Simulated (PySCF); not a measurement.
C5H11Si, doublet, at a GFN2-xTB geometry. Base run: B3LYP/6-31G in PySCF.

PySCF was given this input:
```python
from pyscf import gto, scf, dft

mol = gto.Mole()
mol.atom = '''
    C     2.067862    1.748130   -0.404008
    C     0.947449    1.177713   -0.104242
    Si   -0.262677   -0.199730    0.056410
    C    -0.709190   -0.374882    1.901502
    C    -1.805255    0.255560   -0.967228
    C     0.428098   -1.874569   -0.576410
    H     2.243922    2.807397   -0.246571
    H     2.921978    1.225724   -0.834104
    H    -1.431973   -1.170022    2.059887
    H    -1.139332    0.542405    2.290746
    H     0.167906   -0.604750    2.498487
    H    -2.250439    1.181367   -0.617001
    H    -1.556434    0.387550   -2.015661
    H    -2.564458   -0.518659   -0.904698
    H     1.314836   -2.164766   -0.021324
    H    -0.303747   -2.670517   -0.472012
    H     0.701431   -1.811223   -1.625169
'''
mol.basis = '6-31g'
mol.charge = 0
mol.spin = 1
mol.verbose = 3
mol.build()

mf = dft.UKS(mol)
mf.xc = 'b3lyp'
mf.kernel()
```

Variants of this job, named by their change:

```tsv
change	ΔE vs base (mEh)	fitting functions	dipole (D)
base	0.000	-	0.56
auxbasis = cc-pvdz-jkfit	-0.060	715	0.56
only_dfj = on; auxbasis = def2-universal-jfit	-0.198	417	0.56
auxbasis = def2-universal-jfit	316.6	417	0.56
auxbasis = cc-pvtz-ri	-10.560	857	0.56
auxbasis = cc-pvtz-jkfit	-0.040	846	0.56
exchange = seminumerical (SGX) (with mf = sgx.sgx_fit(mf, auxbasis='def2-universal-jfit'); with mf.with_df.dfj = True)	-0.196	417	0.56
auxbasis = def2-svp-ri	-311.2	456	0.56
auxbasis = cc-pvqz-jkfit	-0.030	1239	0.56
auxbasis = autoaux	-7.640	622	0.57
```

A fitting set is made for a task (jfit for Coulomb, jkfit for Coulomb and exchange, ri for correlation) and for a family of orbital bases.

Open shells are given as the SCF converged; they aren't shown to be the lowest states, and a large step between rows can be another state.
